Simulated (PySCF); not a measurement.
A run for PySCF: D3(BJ) and D4 dispersion corrections on HIOSi (SMILES O[Si]I), a point of a torsion scan.

```python
from pyscf import gto
from pyscf.dispersion import dftd3, dftd4

mol = gto.M(
    atom='''
    O    -1.03926109    0.18804847    0.16726306
    Si    0.37732122    0.93549952   -0.06135832
    I    -0.45990132    3.16045171   -0.85804709
    H    -1.45932177   -0.58773492   -0.17956074
    ''',
    basis='def2-svp',
    charge=0, spin=0, verbose=0, max_memory=1800)
d3, d4 = {}, {}
for xc in ['hf', 'pbe', 'blyp', 'revpbe', 'tpss', 'r2scan', 'b3lyp', 'pbe0', 'bhlyp', 'camb3lyp', 'b2plyp']:
    d3[xc] = float(dftd3.DFTD3Dispersion(mol, xc=xc, version='d3bj', atm=False).get_dispersion()['energy'])
    print(f'D3(BJ) {xc:10s} {d3[xc]:14.8f} Eh')
for xc in ['hf', 'pbe', 'blyp', 'revpbe', 'tpss', 'r2scan', 'b3lyp', 'pbe0', 'bhlyp', 'camb3lyp', 'b2plyp']:
    d4[xc] = float(dftd4.DFTD4Dispersion(mol, xc={'camb3lyp': 'cam-b3lyp'}.get(xc, xc), atm=True).get_dispersion()['energy'])
    print(f'D4     {xc:10s} {d4[xc]:14.8f} Eh')
```

Program output:

```
D3(BJ) hf            -0.03060145 Eh
D3(BJ) pbe           -0.00337229 Eh
D3(BJ) blyp          -0.00819496 Eh
D3(BJ) revpbe        -0.00775296 Eh
D3(BJ) tpss          -0.00452529 Eh
D3(BJ) r2scan        -0.00089193 Eh
D3(BJ) b3lyp         -0.00695321 Eh
D3(BJ) pbe0          -0.00319905 Eh
D3(BJ) bhlyp         -0.00655147 Eh
D3(BJ) camb3lyp      -0.00342510 Eh
D3(BJ) b2plyp        -0.00382833 Eh
D4     hf            -0.01233220 Eh
D4     pbe           -0.00379221 Eh
D4     blyp          -0.00816636 Eh
D4     revpbe        -0.00933800 Eh
D4     tpss          -0.00506327 Eh
D4     r2scan        -0.00076193 Eh
D4     b3lyp         -0.00632468 Eh
D4     pbe0          -0.00320486 Eh
D4     bhlyp         -0.00602550 Eh
D4     camb3lyp      -0.00335552 Eh
D4     b2plyp        -0.00258221 Eh
```

The run finished.

Cost: very roughly 0.03 core-seconds.
